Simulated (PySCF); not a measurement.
Isomers of C7H11N3. Theory: PBE0-D3(BJ)/def2-SVP geometry optimisation, gas phase (PySCF). One conformer each; no zero-point energy, no entropy. No frequencies were run at this level. Point groups hold within 0.08 Å.

Task: Order them by energy at this level, lowest first, and give relative energies in kcal/mol.
A. `[CH2:1]=[CH:2][c:3]1[n:4][n:5][nH:6][c:7]1[CH:8]([CH3:9])[CH3:10]` with C1–C2–C3–N4 0°, N6–C7–C8–C9 68°
B. `Cc1cnncc1N(C)C`

Result: A (0.0), B (2.3).

As drawn, the lower has an N–H bond and a C=C bond outside aromatic rings, which the higher lacks. Neighbours under 2.5 kcal/mol apart (C=Cc1nn[nH]c1C(C)C and Cc1cnncc1N(C)C) can change places with a better method, another conformer or zero-point energy.

| SMILES | E (Eh) | E rel (kcal/mol) | dipole (D) | point group | A, B, C (MHz) |
| --- | --- | --- | --- | --- | --- |
| C=Cc1nn[nH]c1C(C)C | -436.76683 | 0.0 | 4.94 | near Cs | 2008, 1004, 781.9 |
| Cc1cnncc1N(C)C | -436.76323 | 2.3 | 5.75 | C1 | 2147, 1181, 817.9 |

Task: How do the relative energies change in single points at PBE0/pcSseg-1 (no added dispersion term) on the same geometries?

Result: 
```
            SMILES  PBE0-D3(BJ)/def2-SVP (kcal/mol)  PBE0/pcSseg-1 (kcal/mol)  shift
C=Cc1nn[nH]c1C(C)C                              0.0                       0.0    0.0
    Cc1cnncc1N(C)C                              2.3                       3.3   +1.0
```

Each column counts from its own lowest isomer. The order is unchanged; the largest shift is 1.0 kcal/mol.

Task: As an exercise, what shares would exp(−E/RT) give at 298.15 K from these electronic energies alone (no entropy, no degeneracies)?

Result: RT = 0.592 kcal/mol: C=Cc1nn[nH]c1C(C)C 97.8 %, Cc1cnncc1N(C)C 2.2 %.
